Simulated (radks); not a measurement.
Values are calculated unless marked as measured or tabulated.
Q: The terbium ion Tb6+ is in [Xe] 4f5. Level of theory: scalar-relativistic Kohn-Sham, BLYP, spin-polarised, spherical densities, finite nucleus; Fermi nuclear charge, rms radius of each element as measured or else 0.836 A^(1/3) + 0.57 fm (a radial shooting solver on a logarithmic mesh with Libxc functionals). Open shells are filled with parallel spins first. One electron is removed from 5p, 5s, 4d, 4f in turn, with full relaxation. Which removal costs least, and what does each cost?

A: 5p 109.32 eV; 4f 115.69 eV; 5s 137.12 eV; 4d 259.77 eV. The 5p electron leaves first.
